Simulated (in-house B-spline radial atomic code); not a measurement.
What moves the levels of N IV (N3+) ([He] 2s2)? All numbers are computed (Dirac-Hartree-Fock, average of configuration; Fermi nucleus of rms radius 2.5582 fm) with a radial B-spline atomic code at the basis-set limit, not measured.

Baseline run (computed): total energy -51.1145 hartree, 1s1/2 at -18.13036 hartree, 2s1/2 at -75.335 eV with <r> = 1.111 bohr.

Scaling the speed of light c (a factor of 100 is close to the non-relativistic limit):

```json
{"c/c0": "0.95", "ΔE (hartree)": "-0.0034819", "2s1/2 level (eV)": "-75.3404", "2s1/2 <r> (bohr)": "1.111"}
{"c/c0": "0.98", "ΔE (hartree)": "-0.0013288", "2s1/2 level (eV)": "-75.3372", "2s1/2 <r> (bohr)": "1.111"}
{"c/c0": "1.02", "ΔE (hartree)": "0.0012513", "2s1/2 level (eV)": "-75.3333", "2s1/2 <r> (bohr)": "1.111"}
{"c/c0": "1.2", "ΔE (hartree)": "0.0098428", "2s1/2 level (eV)": "-75.3204", "2s1/2 <r> (bohr)": "1.111"}
{"c/c0": "100", "ΔE (hartree)": "0.032181", "2s1/2 level (eV)": "-75.2868", "2s1/2 <r> (bohr)": "1.112"}
```

**Question.** The nuclear charge is raised by 0.1. What does the Hellmann-Feynman theorem predict for the energy, and what is found?

**Answer.** dE/dZ ≈ -Σ<1/r>, which is -15.9443 at the start and -16.1954 at the end; their mean times 0.1 is -1.607 hartree, and the two runs differ by -1.607 hartree.
